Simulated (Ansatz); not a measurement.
## Ansatz (development build ahead of 0.2.0) run

```yaml
crystal:
  periodic: [false, false, false]
  atoms:
    - { symbol: C, position_ang: [1.84225, 0.0, 0.0] }
    - { symbol: C, position_ang: [1.30267, 1.30267, 0.0] }
    - { symbol: C, position_ang: [0.0, 1.84225, 0.0] }
    - { symbol: C, position_ang: [-1.30267, 1.30267, 0.0] }
    - { symbol: C, position_ang: [-1.84225, 0.0, 0.0] }
    - { symbol: C, position_ang: [-1.30267, -1.30267, 0.0] }
    - { symbol: C, position_ang: [0.0, -1.84225, 0.0] }
    - { symbol: C, position_ang: [1.30267, -1.30267, 0.0] }
    - { symbol: H, position_ang: [2.92725, 0.0, 0.0] }
    - { symbol: H, position_ang: [2.06988, 2.06988, 0.0] }
    - { symbol: H, position_ang: [0.0, 2.92725, 0.0] }
    - { symbol: H, position_ang: [-2.06988, 2.06988, 0.0] }
    - { symbol: H, position_ang: [-2.92725, 0.0, 0.0] }
    - { symbol: H, position_ang: [-2.06988, -2.06988, 0.0] }
    - { symbol: H, position_ang: [0.0, -2.92725, 0.0] }
    - { symbol: H, position_ang: [2.06988, -2.06988, 0.0] }
basis:
  gaussian: { orbitals: def2-TZVP }
magnetization:
  spin_polarized: true
hamiltonian:
  xc: { name: wB97X }
```

The input is written out in the form of the current development build from the run's settings.

Results

| Item | Value |
| --- | --- |
| Converged | yes |
| Total energy | -309.58302 hartree |
| Spin squared of the determinant | 1.180 |
| Stability test | minimum |

Caution: the unrestricted determinant is a mixture of spin states.
